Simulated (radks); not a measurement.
The numbers below are computed, except where a source is named.
Question: The tungsten ion W13+ is in [Kr] 4d10 4f13 5s2. Level of theory: scalar-relativistic Kohn-Sham, LDA (Slater exchange, Perdew-Wang correlation), spin-polarised, spherical densities, finite nucleus; Fermi nuclear charge, rms radius of each element as measured or else 0.836 A^(1/3) + 0.57 fm (a radial shooting solver on a logarithmic mesh with Libxc functionals). Open shells are filled with parallel spins first. One electron is removed from 4f, 4p, 5s, 4d in turn, with full relaxation. Which removal costs least, and what does each cost?

Answer: 4f 292.99 eV; 5s 312.50 eV; 4d 501.53 eV; 4p 687.48 eV. The 4f electron leaves first.
